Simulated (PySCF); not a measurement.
CH5ClF2Si2, SMILES FC[Si@H](F)[SiH2]Cl.

Geometry: B3LYP-D3(BJ)/def2-SVP. The structure was generated by enumeration; whether it is a known compound was not checked. One conformer was computed; it need not be the lowest.

Computed with B3LYP-D3(BJ)/def2-SVP in PySCF.

Frequencies are harmonic and unscaled.

Question: List the normal modes with their intensities. (The exact figures need the calculation; the answer reports its results.)

Answer: 
```csv
mode,ν (cm⁻¹),IR (km/mol),moving atoms (share of kinetic energy)
1,44,0.4,"F 47 %, Cl 35 %, Si 9 %"
2,70,3.1,"F 51 %, Si 21 %, Cl 20 %"
3,102,3.8,"Cl 34 %, Si 17 %, F 17 %, C 16 %, H 16 %"
4,120,5.5,"F 48 %, H 19 %, C 19 %, Si 14 %"
5,179,20.6,"F 49 %, Si 26 %, H 15 %, C 9 %"
6,265,12.2,"Si 55 %, H 20 %, C 10 %"
7,301,2.9,"F 65 %, Si 15 %, C 14 %"
8,415,8.3,"Si 72 %, H 17 %"
9,484,17.3,"H 72 %, Si 22 %"
10,535,43.3,"Si 52 %, Cl 41 %"
11,650,18.1,"H 86 %, C 11 %"
12,686,2.3,H 95 %
13,728,36.5,"C 40 %, Si 36 %, H 21 %"
14,813,133.6,"H 78 %, F 10 %, Si 9 %"
15,816,189.8,"H 85 %, F 10 %"
16,874,81.0,"H 70 %, C 15 %, Si 12 %"
17,896,143.1,"Si 42 %, F 38 %, H 19 %"
18,945,62.3,H 93 %
19,1034,60.5,"C 51 %, F 42 %"
20,1222,6.6,H 91 %
21,1301,0.2,"H 74 %, C 24 %"
22,1452,8.6,H 94 %
23,2226,74.3,H 97 %
24,2235,118.3,H 97 %
25,2240,99.9,H 96 %
26,3040,13.2,H 95 %
27,3104,8.8,"H 90 %, C 10 %"
```
